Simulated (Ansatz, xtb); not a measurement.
# Isomers of C5H7F2+ in order of energy

4 gas-phase structures of C5H7F2+, from a drawn sample of its isomers (lower ones may exist). Each was relaxed with GFN2-xTB; where two conformers were screened, the lower at r2SCAN-D4/def2-SVP is listed:

A. `C=C(F)[C+](C)CF`, a singlet
B. `C/C=C/[C+](F)CF`, a singlet
C. `C=C[C+](C)C(F)F`, a singlet
D. `C=C[CH+]CC(F)F`, a singlet

Which do you expect lowest at r2SCAN-D4/def2-SVP, and how would the others follow?

Calculated order at r2SCAN-D4/def2-SVP: B (0.0), D (43.2), A (48.3), C (49.6) kJ/mol. Less than 1 kcal/mol parts A and C, so the order within that pair means little.

Energies above the lowest of each column, in kJ/mol; the last columns are at PBE0-D3(BJ)/def2-SVP geometries:

| structure | GFN2-xTB | HF/STO-3G | r2SCAN-D4/def2-SVP | PBE0-D3(BJ)/def2-SVP | CCSD(T)/def2-SVP + ΔMP2/def2-TZVPP |
| --- | --- | --- | --- | --- | --- |
| B | 0.0 | 0.0 | 0.0 | 0.0 | 0.0 |
| D | 64.9 | 66.1 | 43.2 | 40.1 | 20.1 |
| A | 37.0 | 83.7 | 48.3 | 49.4 | 44.2 |
| C | 59.1 | 76.7 | 49.6 | 47.3 | 37.3 |

Every level run on B puts it lowest or level with the lowest. CCSD(T)/def2-SVP + ΔMP2/def2-TZVPP orders those it was run on as B (0.0), D (20.1), C (37.3), A (44.2) kJ/mol. Some further structures that were screened fall inside this span and aren't listed. Flexible structures stand in one conformer each, not always the lowest. ΔMP2 is the change of the MP2 energy from the smaller to the larger basis.

Over these structures GFN2-xTB departs from r2SCAN-D4/def2-SVP by 10.6 kJ/mol on average once a common shift is removed. A GFN2-xTB relaxation took about 0.11 s and the r2SCAN-D4/def2-SVP energy about 1.7 s on a shared host (Ansatz 0.2.0, xtb 6.7.1).
